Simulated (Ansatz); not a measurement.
Mulliken charges of CH$_{3}$F$_{2}$In (`[CH3][In]([F])[F]`) from PBE/def2-TZVPP in Ansatz (PBE0-D4/def2-TZVP geometry).

```json
{"atom": "C1", "x (Å)": "-0.408", "y (Å)": "0.953", "z (Å)": "-0.328", "charge (e)": "-0.477"}
{"atom": "In2", "x (Å)": "0.382", "y (Å)": "-0.903", "z (Å)": "0.311", "charge (e)": "0.932"}
{"atom": "F3", "x (Å)": "1.933", "y (Å)": "-1.179", "z (Å)": "1.447", "charge (e)": "-0.433"}
{"atom": "F4", "x (Å)": "-0.303", "y (Å)": "-2.669", "z (Å)": "-0.125", "charge (e)": "-0.433"}
{"atom": "H5", "x (Å)": "-1.376", "y (Å)": "0.789", "z (Å)": "-0.797", "charge (e)": "0.143"}
{"atom": "H6", "x (Å)": "-0.509", "y (Å)": "1.610", "z (Å)": "0.534", "charge (e)": "0.136"}
{"atom": "H7", "x (Å)": "0.283", "y (Å)": "1.399", "z (Å)": "-1.043", "charge (e)": "0.133"}
```

By hand: the dipole of these point charges (1 e Å = 4.8032 D).

Σ q r = (-0.384, 0.888, -0.306) e Å, of length 1.015 e Å = 4.88 D.

How does the dipole of the full density compare? (An estimate is asked.)

Ansatz gave: (-0.343, 0.814, -0.279) e Å, 4.45 D; the point charges give 1.10 times that, at 1° from its direction.

Point charges leave out the atoms' own dipoles, such as those of lone pairs, and Mulliken's split depends on the basis, so the close match here is no proof of good charges.
